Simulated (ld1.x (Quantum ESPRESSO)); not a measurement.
Which change was made? (C, ultrasoft)

```
Element                 : carbon
Generator               : ld1.x (Quantum ESPRESSO) 7.5
Type                    : ultrasoft
Functional              : PBE
Relativity              : non-relativistic
Frozen core             : [He]
Valence charge          : 4
Reference configuration : 2s2 2p2
Partial waves           : 2s (bound): rcut 0.95, rcutus 1.30 bohr; 2s channel at 4.2 Ry: rcut 0.95, rcutus 1.30 bohr; 2p (bound): rcut 2.40, rcutus 2.85 bohr; 2p channel at 1.6 Ry: rcut 2.40, rcutus 2.85 bohr
Local potential         : all-electron potential smoothed inside 1.30 bohr (lloc = -2)
Core correction         : none
Augmentation charge     : PSQ, radius 1.00 bohr
```

Cutoffs, loose and tight: the cutoffs (Ry, on a coarse ladder) from which the occupation-weighted sum of valence levels, in a spherical-Bessel basis at the reference potential, stays within 10 and 1 mRy of its value at 400 Ry. They do not see the model core or the augmentation charge, which bear on the density cutoff. Test errors are all-electron minus pseudo excitation energies from the reference, over the configurations 2s2 2p1; 2s2 2p0; 2s1 2p0; 2s0 2p4; 2s2 2p2.3; 2s1 2p3; 2s2 2p1.5; variants that change the core or the reference have their own tests.

The base gives: outcome: generated; cutoff, loose: 8 Ry; cutoff, tight: 10 Ry; bound ghosts: none; largest test error (meV): +239.

**Question.** After one change the result is: outcome: generated; cutoff, loose: 30 Ry; cutoff, tight: 80 Ry; bound ghosts: none; largest test error (meV): +1872. Which change was it?
A. core correction a·sin(br)/r model core inside 0.86 bohr
B. waves 2p (bound): rcut 2.40, rcutus 2.56 bohr; 2p channel at 1.6 Ry: rcut 2.40, rcutus 2.56 bohr
C. augmentation PSQ, inside the norm-conserving radii
D. type TM; waves now 2s (bound): rc 1.30 bohr; 2p (bound): rc 2.85 bohr; local potential all-electron potential smoothed inside 2.70 bohr (lloc = -2)

**Answer.** D. The others give: waves 2p (bound): rcut 2.40, rcutus 2.56 bohr; 2p channel at 1.6 Ry: rcut 2.40, rcutus 2.56 bohr → outcome: generated; cutoff, loose: 10 Ry; cutoff, tight: 12 Ry; bound ghosts: none; largest test error (meV): +241 | augmentation PSQ, inside the norm-conserving radii → outcome: generated; cutoff, loose: 8 Ry; cutoff, tight: 10 Ry; bound ghosts: none; largest test error (meV): +543 | core correction a·sin(br)/r model core inside 0.86 bohr → outcome: generated; cutoff, loose: 8 Ry; cutoff, tight: 10 Ry; bound ghosts: none; largest test error (meV): +144.
